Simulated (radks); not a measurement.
Coulomb parameter of the 4d shell of neutral technetium in the model configuration [Kr] 4d6 5s1, as a second difference U = [E(n + 0.5) + E(n - 0.5) - 2 E(n)] / (0.5)^2 with all orbitals relaxed. "Bare": the charge of the atom changes with n. "Screened": the 5s shell takes up the change at fixed total charge, which measures U(4d,4d) + U(5s,5s) - 2 U(4d,5s). All-electron calculation, Dirac Kohn-Sham, PBEsol, spin-unpolarised, spherical densities, finite nucleus; open shells are shared between the two j in proportion to 2j + 1; Fermi nuclear charge, rms radius 4.4112 fm. Program: a radial shooting solver on a logarithmic mesh with Libxc functionals.

case,configuration,E - E(n) (eV)
start,[Kr] 4d6 5s1,0.000
bare +0.5,[Kr] 4d6.5 5s1,-1.262
bare -0.5,[Kr] 4d5.5 5s1,3.351
screened +0.5,[Kr] 4d6.5 5s0.5,-0.008
screened -0.5,[Kr] 4d5.5 5s1.5,0.295

U(bare) = 8.354 eV, U(screened by 5s) = 1.150 eV. The step up makes a negative ion, whose loosely bound charge lowers the bare value.
